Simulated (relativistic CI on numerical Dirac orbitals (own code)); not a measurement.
Re23+: q coefficients and field-shift factors

Method of calculation: Dirac-Coulomb-Breit CI, KLI orbitals optimised for each configuration, derivatives by finite differences, unscaled Slater integrals, QED left out (own radial code, finite nucleus).

Configurations in the expansion (outside the closed core [Kr] 4d10): 4f⁶, 4f⁵5s, 4f⁴5s². Levels of other configurations are missing.

With x = (α/α₀)² − 1 an excitation energy changes as ω = ω₀ + qx; K = 2q/ω₀ is the relative enhancement. Terms are leading LS components, so labels can repeat. The field-shift factor is F = δν/δ⟨r²⟩ for the transition from the lowest level.

Lowest level 4f⁶ ⁷F0.

```
   Level  ω₀ (cm⁻¹)  q (cm⁻¹)      K  F (GHz/fm²)
 4f⁶ ⁷F1     6492.3     15810   4.87         0.66
 4f⁶ ⁷F2    13396.7     27500   4.11         1.17
 4f⁶ ⁷F3    19764.3     35310   3.57         1.53
 4f⁶ ⁷F4    25439.6     40380   3.17         1.79
 4f⁶ ⁷F5    30280.0     42890   2.83         1.94
 4f⁶ ⁷F6    33804.0     41070   2.43         1.91
 4f⁶ ⁷F0    39760.9     15630  0.786         1.01
 4f⁶ ⁵D1    53716.8     29860   1.11         1.68
 4f⁶ ⁵L6    61998.1     12500  0.403         1.12
 4f⁶ ⁵D2    67434.2     39340   1.17         2.18
 4f⁶ ⁵L7    73204.2     29570  0.808         1.87
 4f⁶ ⁵G2    73451.5     20290  0.552         1.53
 4f⁶ ⁵H5    75753.6     27740  0.732         1.83
 4f⁶ ⁵G3    75817.7     25230  0.666         1.73
 4f⁶ ⁵L6    76313.7     34890  0.914         2.11
 4f⁶ ⁵G4    77627.3     30330  0.781         1.94
 4f⁶ ⁵L8    80032.0     37830  0.945         2.26
 4f⁶ ⁵D3    80267.5     42360   1.06         2.43
4f⁶ ⁵L10    83266.9     34930  0.839         2.21
 4f⁶ ⁵L9    84171.3     41940  0.997         2.47
 4f⁶ ⁵F4    89589.9     30960  0.691         2.09
 4f⁶ ⁵D0    90014.0     35860  0.797         2.29
 4f⁶ ⁵H7    90138.7     39090  0.867          2.4
```

At this charge energies of transitions that change n are usually good to better than 1 %, and those within a shell (Δn = 0) to a few per cent. Terms inside the open d or f shell come out 10 to 20 % too wide with unscaled integrals.
